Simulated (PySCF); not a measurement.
```xyz
5
charge 0 multiplicity 2, angstrom
Re    0.0000    0.0000   -0.0196
H     0.0000    1.3254    0.9095
H     0.0000   -1.3254    0.9095
H     1.3254    0.0000    0.9095
H    -1.3254    0.0000    0.9095
```

Computed with UPBE0/[Re def2-TZVP with ECP60, H def2-TZVP], scalar-relativistic core potentials, density fitting, no spin–orbit coupling, PySCF.

This geometry of ReH₄ is a stationary point at this level.

What is the point group?

C4v.

Is it a minimum?

No: it has 1 imaginary mode, at 471i cm⁻¹ (b2).

What are the dipole moment and the gap between the highest occupied and lowest empty levels of either spin?

3.24 D and 3.09 eV.

Give the atomic charges and bond orders.


```json
{"atom": "Re1", "Mulliken": "-0.15", "Löwdin": "-0.04", "polar tensor": "0.59", "spin (Mulliken)": "1.20", "Mayer order to Re1": "–"}
{"atom": "H2,3,4,5", "Mulliken": "0.04", "Löwdin": "0.01", "polar tensor": "-0.15", "spin (Mulliken)": "-0.05", "Mayer order to Re1": "0.97"}
```

This need not be the most stable arrangement of these atoms. With open d or f shells other occupations or spin states may lie lower. At this level a doublet minimum of D2d symmetry lies 35 kJ/mol below this structure. With an element this heavy the missing spin–orbit coupling can shift these numbers.
